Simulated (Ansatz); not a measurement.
System: sum formula AlOF (charge +1, doublet). 
Structure (B3LYP-D3(BJ)/def2-TZVP (Ansatz, a program for electronic structure) minimum search):
```
Al
F 1 1.5947
O 1 1.7052 2 180.00
```
Charge +1, spin multiplicity 2.

Basis-set convergence of Hartree-Fock and MP2 correlation energies (hartree) with Ansatz. Valence correlation only, unless marked. UHF or UKS for open shells. Spin-orbit coupling is left out. Non-relativistic.

| basis | functions | E(HF) | E(corr, MP2) |
|---|---|---|---|
| cc-pV(D+d)Z | 51 | -415.95452 | -0.37430 |
| cc-pV(T+d)Z | 99 | -416.03779 | -0.48915 |
| cc-pV(Q+d)Z | 174 | -416.05601 | -0.53215 |

Extrapolating the two largest sets (X = 3 and 4) as X^-3: E(corr) = (64·(-0.53215) - 27·(-0.48915))/37 = -0.5635 Eh, an estimate of the basis-set limit. The largest set recovers 94.4 % of it, the smallest 66.4 %.
